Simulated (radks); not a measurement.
Isoelectronic series with 18 electrons, all held in the configuration [Ar], which need not be the ground one along the series. Calculated with a radial shooting solver on a logarithmic mesh with Libxc functionals: Dirac Kohn-Sham, LDA (Slater exchange, Perdew-Wang correlation), spin-unpolarised, spherical densities, point nucleus. Total energies (hartree) and mean radii <r> (bohr) (* marks an orbital that is empty in some or all of the ions):

| ion | E (hartree) | 3d3/2* | 3p3/2 | 3p1/2 | 3s1/2 | 2p3/2 |
|---|---|---|---|---|---|---|
| Ru26+ | -4081.84897 | 0.3160 | 0.3572 | 0.3496 | 0.3637 | 0.1272 |
| Rh27+ | -4290.19709 | 0.3064 | 0.3470 | 0.3393 | 0.3534 | 0.1240 |
| Pd28+ | -4504.11649 | 0.2973 | 0.3373 | 0.3295 | 0.3436 | 0.1209 |
| Ag29+ | -4723.64386 | 0.2888 | 0.3282 | 0.3203 | 0.3343 | 0.1180 |
| Cd30+ | -4948.81725 | 0.2807 | 0.3195 | 0.3115 | 0.3255 | 0.1152 |
| In31+ | -5179.67610 | 0.2731 | 0.3113 | 0.3031 | 0.3170 | 0.1126 |
| Sn32+ | -5416.26126 | 0.2658 | 0.3035 | 0.2952 | 0.3090 | 0.1100 |
| Sb33+ | -5658.61507 | 0.2590 | 0.2960 | 0.2876 | 0.3014 | 0.1076 |
| Te34+ | -5906.78138 | 0.2524 | 0.2889 | 0.2804 | 0.2940 | 0.1053 |
| I35+ | -6160.80563 | 0.2462 | 0.2822 | 0.2735 | 0.2870 | 0.1030 |
| Xe36+ | -6420.73489 | 0.2403 | 0.2757 | 0.2669 | 0.2803 | 0.1009 |
| Cs37+ | -6686.6179 | 0.2346 | 0.2695 | 0.2605 | 0.2739 | 0.09882 |
| Ba38+ | -6958.5053 | 0.2293 | 0.2636 | 0.2545 | 0.2677 | 0.09684 |
| La39+ | -7236.4492 | 0.2241 | 0.2579 | 0.2487 | 0.2618 | 0.09493 |
| Ce40+ | -7520.5040 | 0.2191 | 0.2525 | 0.2431 | 0.2561 | 0.09310 |
| Pr41+ | -7810.7258 | 0.2144 | 0.2472 | 0.2377 | 0.2506 | 0.09133 |
